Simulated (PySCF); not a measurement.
Compound: C2H8AlClO.
Bonds: C1–O2, O2–C3, O2–Al4, Al4–Cl5. Hydrogens: H6, H7, H8 on C1; H9, H10, H11 on C3; H12, H13 on Al4.

Computed, not measured: PySCF, PBE0-D3(BJ)/def2-SVP geometry optimisation, gas phase.

**Question.** How far are the bound atoms from Al4?

**Answer.** 4 atoms: H13 1.590 Å, H12 1.591 Å, O2 1.977 Å, Cl5 2.156 Å. The nearest atom not counted as bound is H8, at 2.89 Å.

**Question.** List the angles at Al4.

**Answer.** 
```json
{"angle": "H12–Al4–H13", "degrees": "123.3", "distance of the outer atoms (Å)": "2.80"}
{"angle": "Cl5–Al4–H12", "degrees": "114.6", "distance of the outer atoms (Å)": "3.17"}
{"angle": "Cl5–Al4–H13", "degrees": "114.5", "distance of the outer atoms (Å)": "3.17"}
{"angle": "O2–Al4–H13", "degrees": "100.6", "distance of the outer atoms (Å)": "2.76"}
{"angle": "O2–Al4–H12", "degrees": "100.6", "distance of the outer atoms (Å)": "2.76"}
{"angle": "O2–Al4–Cl5", "degrees": "96.2", "distance of the outer atoms (Å)": "3.08"}
```

**Question.** Describe the arrangement about Al4 in numbers.

**Answer.** Angles from 96.2° to 123.3°; τ4 = (360° − α − β)/141° = 0.87 with α and β the two widest (0 for a square, 1 for a tetrahedron).

**Question.** What are the other bond lengths?

**Answer.** C1–O2, O2–C3 1.426 Å; C1–H6 and 5 like bonds 1.099 Å.

**Question.** Give some angles away from the centre.

**Answer.** C1–O2–C3 114.1°, C1–O2–Al4 116.4°, C3–O2–Al4 116.7°.

**Question.** What are the rotational constants (commonest isotopes, rigid rotor)?

**Answer.** A = 4185, B = 1882, C = 1780 MHz: a near-prolate asymmetric top.

Charge 0, singlet. Not checked by PBE0-D3(BJ)/def2-SVP frequencies.

The values belong to the conformer `[CH3:1][O+:2]([CH3:3])[AlH2-:4][Cl:5]`: C1–O2–Al4–Cl5 68°.
